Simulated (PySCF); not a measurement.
Identify the unknown among the candidates.

All candidates are C6H6F3N3.

| technique | computed result |
| --- | --- |
| Dipole | 3.04 D [PBE0/pcSseg-1] |
| NMR, other nuclei | isotropic shieldings of nuclei other than C and H, by class: -57 (1 N), -40 (1 N), -37 (1 N), 256 (3 F) ppm [GIAO PBE0/pcSseg-1] |
| 1H NMR | chemical shifts (computed TMS as zero) by class: 9.52 (1 H), 3.35 (2 H), 1.55 (3 H) ppm [GIAO PBE0/pcSseg-1] |
| 13C NMR | chemical shifts (computed TMS as zero) by class: 189.1 (1 C), 172.4 (1 C), 171.6 (1 C), 128.6 (1 C), 35.3 (1 C), 11.5 (1 C) ppm [GIAO PBE0/pcSseg-1] |
| Rotational structure | rotational constants A, B, C: 1.561, 0.684, 0.522 GHz [GFN2-xTB] |

Gas-phase values; electronic properties from PySCF, density fitting. Levels stand in brackets. Geometry: GFN2-xTB, one conformer, isolated molecule. NMR values are class means; diastereotopic atoms form classes of their own.

Task: Which candidate is it?
A. `C=Cn1nc(C)c(C(F)(F)F)n1`
B. `C=CCn1cc(C(F)(F)F)nn1`
C. `CCc1ncnc(C(F)(F)F)n1`

Result: C. It is `CCc1ncnc(C(F)(F)F)n1`. Numbering: `[CH3:1][CH2:2][c:3]1[n:4][cH:5][n:6][c:7]([C:8]([F:9])([F:10])[F:11])[n:12]1`. Its formula, C6H6F3N3, gives 4 degrees of unsaturation: 1 ring and 3 π bonds in the structure found (Kekulé form). 6 carbons fall into 6 classes; from least to most shielded: substituted aromatic carbon [C3] (189.1 ppm), aromatic CH next to a ring nitrogen [C5] (172.4 ppm), substituted aromatic carbon [C7] (171.6 ppm), CF3 carbon [C8] (128.6 ppm), benzylic-type carbon [C2] (35.3 ppm), methyl carbon [C1] (11.5 ppm). Hydrogen classes from least to most shielded: 1 H on an aromatic CH next to a ring nitrogen, C5 (9.52 ppm), 2 H on a benzylic-type carbon, C2 (3.35 ppm), 3 H on a methyl carbon, C1 (1.55 ppm). The other shieldings belong to: -57 ppm, pyridine-type nitrogen [N4]; -40 ppm, pyridine-type nitrogen [N12]; -37 ppm, pyridine-type nitrogen [N6]; 256 ppm, fluorine of a CF3 group [F9/F10/F11]. The optimised geometry has point group C1 and is an asymmetric top.

The others, at the same levels:
- `C=Cn1nc(C)c(C(F)(F)F)n1` fails: its computed 13C shifts are 150.4 (1 C), 144.1 (1 C), 138.8 (1 C), 131.5 (1 C), 112.0 (1 C), 12.2 (1 C) ppm, 1H shifts are 7.37 (1 H), 6.60 (1 H), 5.43 (1 H), 2.70 (3 H) ppm and dipole moment is 2.38 D (against 3.04 D).
- `C=CCn1cc(C(F)(F)F)nn1` fails: its computed 13C shifts are 147.2 (1 C), 143.5 (1 C), 131.2 (1 C), 130.8 (1 C), 127.0 (1 C), 56.2 (1 C) ppm, 1H shifts are 7.91 (1 H), 6.25 (1 H), 5.87 (1 H), 5.68 (1 H), 5.12 (2 H) ppm and rotational constant A is 2.083 GHz (against 1.561 GHz).

Each candidate is one conformer, not necessarily the lowest. Dipoles, sizes and rotational constants follow the conformer. The torsions of the flexible species, by atom-mapped SMILES:
- `[CH3:1][CH2:2][c:3]1[n:4][cH:5][n:6][c:7]([C:8]([F:9])([F:10])[F:11])[n:12]1`: C1–C2–C3–N4 179°, N6–C7–C8–F9 -26°
- `[CH2:1]=[CH:2][n:3]1[n:4][c:5]([CH3:6])[c:7]([C:8]([F:9])([F:10])[F:11])[n:12]1`: C1–C2–N3–N4 180°, C5–C7–C8–F9 180°
- `[CH2:1]=[CH:2][CH2:3][n:4]1[cH:5][c:6]([C:7]([F:8])([F:9])[F:10])[n:11][n:12]1`: C1–C2–C3–N4 124°, C2–C3–N4–C5 -62°, C5–C6–C7–F8 -13°
